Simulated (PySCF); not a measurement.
Compound: C₄H₁₀PSi (doublet state).
Cartesian coordinates in Å at the GFN2-xTB level; atoms count from 1:
```xyz
16
C4H10PSi angstrom
C     -1.871    1.456   -0.111
C     -1.368    0.032    0.106
C     -0.638   -0.470   -1.121
C      0.612   -0.814   -1.192
Si     2.253   -1.040   -0.435
P      2.381   -0.418    1.751
H     -1.034    2.135   -0.258
H     -2.514    1.507   -0.988
H     -2.440    1.790    0.754
H     -2.216   -0.631    0.298
H     -0.699   -0.003    0.967
H     -1.270   -0.512   -2.006
H      3.233   -0.190   -1.116
H      2.630   -2.456   -0.440
H      1.272   -1.130    2.168
H      1.660    0.753    1.611
```

The hyperfine couplings belong to this conformer and change with its torsions.

The species is `CC/C=[C]\[SiH2]P` [radical].

Method used: UKS B3LYP, pcH-1 on C H P Si, non-relativistic, mean-field spin-orbit, GIAO (PySCF 2.14.0). Isolated species at its GFN2-xTB geometry (one conformer only). The geometry wasn't refined by DFT: couplings that depend on bond lengths, twists or pyramidal angles can differ widely from those at the functional's own minimum. No stability test was run, so a lower SCF solution isn't excluded.

Q: The isotropic 13C couplings are +150.1, +74.7, -40.7, -5.9 MHz. Assign them to C1; C2; C3; C4.

A: 
```
site  a_iso (MHz)  ρ(0) (bohr⁻³)                 position  distance from C4 (Å)  spin population  largest |T| (MHz)
  C1         -5.9        -0.0052          3 bonds from C4                  3.53             0.00                1.0
  C2        +74.7        +0.0665          2 bonds from C4                  2.51            +0.07               14.7
  C3        -40.7        -0.0362           1 bond from C4                  1.30            -0.16               15.3
  C4       +150.1        +0.1336  largest spin population                  0.00            +0.94              132.6
```

Q: Match the computed a_iso(1H) values +134.4, +7.1, -5.3, +2.1, -0.3 MHz (means over equivalent nuclei) with the sites H7/H8/H9; H10/H11; H12; H13/H14; H15/H16.

A: 
```csv
site,a_iso (MHz),ρ(0) (bohr⁻³),position,distance from C4 (Å),bound to,spin population there,largest |T| (MHz)
H7/H8/H9,+2.1,+0.0005,4 bonds from C4,3.95,C1,0.00,2.1
H10/H11,-5.3,-0.0012,3 bonds from C4,2.93,C2,+0.07,6.1
H12,+134.4,+0.0301,"2 bonds from C4, on C3 of spin population -0.16",2.07,C3,-0.16,9.6
H13/H14,+7.1,+0.0016,2 bonds from C4,2.70,Si5,-0.02,5.9
H15/H16,-0.3,-0.0001,"3 bonds from C4, on P6 of spin population +0.12",3.41,P6,+0.12,3.7
```

ρ(0) is the spin density at the nucleus and T the dipolar tensor; a_iso includes a spin–orbit part; entries for several nuclei are means. Largest spin populations (Mulliken): C4 (+0.94), C3 (-0.16), P6 (+0.12) and C2 (+0.07). C4 is the only atom above +0.15. The positive populations add up to 1.19 and the negative ones to -0.19, together 2S = 1.

β density exceeds α density at some nuclei, such as C3 (-0.0362), P6 (-0.0094) and Si5 (-0.0089), spin density in bohr⁻³. In a single determinant that takes different orbitals for the two spins, that is spin polarisation.

Nuclei that the bonding pattern makes equivalent are averaged, as if the motion that swaps them (rotation, inversion, ring flip) were fast.

Time: 2.1 min of wall time (grids of density and orbitals included); peak memory 0.97 GiB. Hardware: an Arm Neoverse N1 with one thread, no GPU (shared host).
